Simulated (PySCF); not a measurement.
# Computed properties of BHFBr, SMILES B(F)Br

BHFBr, SMILES FBBr. Coordinates come from a B3LYP-D3(BJ)/def2-TZVP optimisation. The values are those of a single conformer. All values are computed for the isolated molecule unless a solvent is named; none is compared with measurement here.

**Structure.** The optimised structure has Cs symmetry. All 6 harmonic modes at B3LYP-D3(BJ)/def2-TZVP (PySCF) are real, so it is a minimum. With heavy atoms numbered as in [BH:1]([F:3])[Br:4], the shortest bond between them is B1–F3 at 1.312 Å and the longest B1–Br4 at 1.916 Å.

**Vibrations.** The strongest infrared lines (harmonic, unscaled, degenerate partners summed) lie at 1308 cm⁻¹ (386 km/mol, B 65 %, F 31 %), 679 cm⁻¹ (90 km/mol, B 72 %, H 16 %, Br 10 %), 2695 cm⁻¹ (87 km/mol, H 91 %, B 9 %). The softest mode is at 326 cm⁻¹ and the zero-point energy is 9.9 kcal/mol.

**Electronic structure.** HF/def2-TZVPD (PySCF) places the frontier levels at -11.78 and 1.18 eV, a gap of 12.96 eV, and gives a dipole moment of 1.00 D and a mean polarisability of 34.0 bohr³.

**Excitations.** TDA-PBE0/def2-SVPD (PySCF) has S1 at 5.74 eV (216 nm, f = 0.001, dark); the most intense of the 10 singlets computed lies at 6.91 eV (f = 0.11). T1 (TDA) is at 5.47 eV, 0.27 eV under S1. No vertical singlet excitation falls in the visible range (under 3.1 eV).

**NMR.** GIAO shifts at HF/pcSseg-2 (PySCF) (non-relativistic, atoms alike by connectivity averaged): ¹H at 5.7 ppm against TMS; ¹⁹F at 2.7 ppm against CFCl3; ¹¹B at 36.5 ppm against BF3. Without spin–orbit terms, shifts of atoms bonded to Cl or Br come out too high.
